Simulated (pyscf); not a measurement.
**Cl–Zn–Cl (SMILES [Cl][Zn][Cl]), singlet**

Gas-phase minimum from PySCF at ωB97X-D3(BJ)/def2-SVP, one conformer. 

SMILES: [Cl][Zn][Cl]
```xyz
3

Cl     0.9706     0.5981     1.6592
Zn    -0.4813    -0.4486     0.5712
Cl    -1.9332    -1.4952    -0.5168
```
Charge 0, spin multiplicity 1.

Bonded distances (Å): Cl1–Zn2 2.095, Zn2–Cl3 2.095. Angles (°): Cl1–Zn2–Cl3 180.0.

Properties at ωB97X-D3(BJ)/def2-SVP:

| Property | Result |
|---|---|
| Harmonic wavenumbers, unscaled | 97, 97, 363, 518 cm⁻¹ |
| Zero-point energy | 1.5 kcal/mol |
| Rotational symmetry number | 2 |
| Entropy of this conformer at 298 K and 1 atm, rigid rotor and harmonic oscillator, modes under 100 cm⁻¹ raised to 100 | 277.3 J/(mol K) |
| Dipole moment | 0.00 D |

Single-point totals, which compare only within one level (frozen core for MP2 and CC):

| level | total energy (hartree) |
|---|---|
| ωB97X-D3(BJ)/def2-TZVP | -2699.90926 |
| PBE/def2-TZVP | -2699.29073 |
| r²SCAN/def2-TZVP | -2699.86163 |
| B3LYP-D3(BJ)/def2-TZVP | -2700.01881 |
| PBE0-D3(BJ)/def2-TZVP | -2699.38701 |
| M06-2X/def2-TZVP | -2699.88538 |
| ωB97M-D3(BJ)/def2-TZVP | -2700.06626 |
| HF/def2-TZVPP | -2696.95306 |
| MP2/def2-TZVPP | -2698.14888 |
| CCSD/def2-TZVPP | -2698.09807 |
| CCSD(T)/def2-TZVPP | -2698.13163 |

The CCSD(T) − MP2 part came from Ansatz, without density fitting, on the same reference. The frozen core leaves the outer d or s,p core shells of the metals and heavy elements correlated in the MP2 and CC values, and def2-TZVPP describes them poorly, so these totals are far from the basis limit. Elements up to Kr have no core potential and no relativistic terms here.
